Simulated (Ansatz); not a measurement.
Cost and result for the atomization energy of C₂F₈Ge, SMILES `F[C](F)(F)[Ge]([F])([F])[C](F)(F)F` (11 atoms, 10 bonds).

Cartesian coordinates in Å:
```
F -0.078 -1.190 2.024
C -1.020 -0.748 1.187
F -1.966 -1.679 1.095
F -1.563 0.350 1.720
Ge -0.224 -0.335 -0.610
F 0.408 -1.784 -1.267
F -1.481 0.182 -1.652
C 1.226 1.055 -0.627
F 0.764 2.215 -0.154
F 2.248 0.672 0.143
F 1.685 1.260 -1.859
```

The species carries charge 0 and has multiplicity 1. Correlated methods include outer-core shells of Ge, which these sets cover unevenly. Scalar relativity is left out up to krypton. Geometry: relaxed with PBE0-D4/def2-TZVP. Program: Ansatz. All runs use 4 threads of an AMD EPYC 7R13 on a shared host and a share of an NVIDIA H100 80 GB. Times are those of one run each, without the atoms' runs, and a repeat can differ threefold. Electronic energies, without spin–orbit coupling; frozen cores. CCSD(T)/CBS adds CCSD(T) − MP2 in def2-TZVPP to the MP2 limit, and its time is that of the two runs behind it. T1 = 0.013. With those shells the extrapolation isn't a true limit.

CCSD(T)/CBS is a level of theory with its own doubt, some kJ/mol a heavy atom from the limit and from the frozen cores, so smaller differences don't rank the functionals.

```tsv
level	functions	wall time	atomization (kcal/mol)	difference from CCSD(T)/CBS	per bond
PBE0-D4/def2-TZVPP	358	2 s	1043.3	3.1	0.3
PBE-D4/def2-TZVPP (with forces)	358	2.1 s	1099.7	59.5	6.0
B97M-V/def2-TZVPP	358	2.3 s	1042.6	2.4	0.2
r2SCAN-D4/def2-TZVPP (with forces)	358	2.5 s	1053.8	13.6	1.4
r2SCANh-D4/def2-TZVPP	358	3.2 s	1034.0	-6.2	-0.6
RPA@PBE/def2-TZVPP	358	3.7 s	917.6	-122.6	-12.3
BHLYP-D4/def2-TZVPP	358	3.8 s	958.0	-82.2	-8.2
B2PLYP/def2-TZVPP	358	4.1 s	1025.1	-15.1	-1.5
PBE-QIDH/def2-TZVPP	358	4.3 s	1031.4	-8.8	-0.9
CCSD(T)/def2-SVP	172	6 s	976.7	-63.5	-6.3
MP2/def2-QZVPP	659	9 s	1092.1	51.9	5.2
CCSD(T)/def2-TZVPP	358	35 s	1010.4	-29.8	-3.0
CCSD(T)/CBS(def2)	–	44 s	1040.2	0.0	0.0
```

From BLYP to BHLYP (50 % exact exchange), in def2-TZVPP and without D4, the atomization energy moves by −85.4 kcal/mol: exact exchange takes away binding that semilocal exchange gives to molecules. At CCSD(T), def2-SVP lies −63.5 kcal/mol from the extrapolated value and def2-TZVPP −29.8 kcal/mol: correlation converges slowly with the basis, and small sets miss more of it in the bonded molecule than in its fragments. The D4 term adds +10.9 kcal/mol with B3LYP and +5.8 kcal/mol with PBE0; it sums over pairs of atoms, weighted by their polarisabilities, and B3LYP, whose exchange is more repulsive, gets the larger term.

B3LYP here is the variant with VWN-RPA as its local correlation; programs differ in this.

For some Ge, Se and Sn compounds the MP2-based and the directly extrapolated limit differ by 10 to 25 kJ/mol.
